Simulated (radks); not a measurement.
The numbers below are computed, except where a source is named.
Dipole-allowed excitations along the series with 28 electrons in [Ar] 3d10. Code: a radial shooting solver on a logarithmic mesh with Libxc functionals. Model: non-relativistic Kohn-Sham, LDA (Slater exchange, VWN5 correlation), spin-unpolarised, spherical densities, point nucleus. Time-dependent linear response with the Hartree and adiabatic LDA kernel, continuum included through the Sternheimer equations. Lines are the poles of the dipole polarisability below minus the highest occupied eigenvalue, found on a grid refined at the orbital gaps; the lowest seven at most are given, and weak or close lines can be missed. The first line takes the name of the lowest orbital gap if no other gap lies below it; otherwise a line is named after a gap within 0.6 % of it, if that gap stands alone.

species  -e(HOMO) (eV)  lowest orbital gap (eV)  first line (eV)       f  strongest line (eV)  its f  static alpha (bohr^3)
Cu+             14.104              3d-4p 7.566    8.015 (3d-4p)   0.359            the first  0.359                  7.887
Zn2+            31.456             3d-4p 15.897   16.489 (3d-4p)   0.464            the first  0.464                  2.896
Ga3+            53.223             3d-4p 26.239   26.949 (3d-4p)   0.516            the first  0.516                  1.444
Ge4+            78.909             3d-4p 38.332   39.159 (3d-4p)   0.539            the first  0.539                 0.8473
As5+            108.24             3d-4p 52.030   51.604 (3d-4p)  0.0328       85.306 (3d-4f)  0.587                 0.5498
Se6+            141.04             3d-4p 67.248   68.315 (3d-4p)   0.546       108.06 (3d-4f)  0.853                 0.3815
